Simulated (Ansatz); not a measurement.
`[CH3][SnH2][CH3]` → 2 C• + 8 H• + Sn•  (atomization)

Program: Ansatz. Geometries: PBE0-D4/def2-TZVP. ΔE: electronic, gas phase. CBS: MP2 limit from def2 TZ/QZ plus the TZ coupled-cluster correction, frozen cores. This one scheme is used for every species, atoms too. DFT in def2-TZVPP. B3LYP here is the variant with VWN-RPA as its local correlation; programs differ in this. No spin–orbit coupling; open shells (•) take unrestricted orbitals. Spin–orbit coupling would lower the free atoms: a little for C; strongly for Sn. Elements past krypton have def2 core potentials. For Sn outer-core shells are correlated without core-valence functions, so the limit isn't a true one: a few kJ/mol of doubt a bond, and 10 to 20 or more in all where bonds break to atoms.

```csv
level,ΔE (kJ/mol),difference from CCSD(T)/CBS
B97M-V,3634.4,6.9
r2SCANh-D4,3591.4,-36.1
CAM-B3LYP-D4,3619.8,-7.7
ωB97M-V,3608.8,-18.7
B2PLYP,3563.9,-63.6
BLYP,3530.7,-96.8
B3LYP,3574.3,-53.2
CCSD/def2-SVP,3402.4,-225.1
HF/def2-TZVPP,2712.0,-915.5
HF/CBS(def2),2716.7,-910.8
CCSD(T)/CBS,3627.5,0
```

Largest T1 diagnostic among the species: 0.011.

From PBE to PBE0 (25 % exact exchange), in def2-TZVPP and without D4, ΔE moves by −19.8 kJ/mol: exact exchange takes away binding that semilocal exchange gives to molecules. Leaving LDA and LC-ωPBE aside and taking each functional with its dispersion term where it has one, the values, not all of them listed here, spread over 89.5 kJ/mol, from BHLYP-D4 to B97M-V. LDA lies +436.7 kJ/mol from PBE without D4, its usual overbinding.

For atomizations the MP2-based limit and the directly extrapolated one differ by several kJ/mol either way, and by 10 to 25 for some Ge, Se and Sn compounds, so smaller differences from it don't rank the levels.
